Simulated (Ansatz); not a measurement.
System: BH$_{3}$, charge 1, doublet. BH3+ (parent SMILES B, doublet).
B3LYP-D3(BJ)/def2-TZVP minimum from Ansatz (a quantum-chemistry and plane-wave program):
```xyz
4

B      0.0408    -0.0558     0.0911
H     -1.0045     0.1986    -0.5934
H      0.4581    -0.6265     1.0230
H      0.3423     0.7069    -0.8853
```
Charge +1, spin multiplicity 2.

Total energies in cc-pVTZ, 5 correlated electrons, 1 frozen orbitals. Radicals and triplets start from unrestricted determinants; spin-orbit coupling is neglected. Correlated methods leave the cores frozen. No relativity. Full CI freezes restricted core orbitals and the other rows unrestricted ones, which leaves a small offset even where coupled cluster is exact. The spin of H3B+ (parent SMILES B, doublet) was assumed, and the state is the lowest solution found for it.

| method | program | energy (Eh) | error against FCI (mEh) |
|---|---|---|---|
| HF | Ansatz | -25.98827 | 105.90 |
| MP2 | Ansatz | -26.07204 | 22.13 |
| CCSD | Ansatz | -26.09182 | 2.35 |
| CCSD(T) | Ansatz | -26.09372 | 0.46 |
| CCSDT(Q) | Ansatz | -26.09418 | -0.01 |
| FCI | Ansatz | -26.09417 | 0.00 |

Rough core times of Ansatz's runs on a shared machine: CCSD(T) under 20 s, CCSDT(Q) 80 s, FCI 10 min.
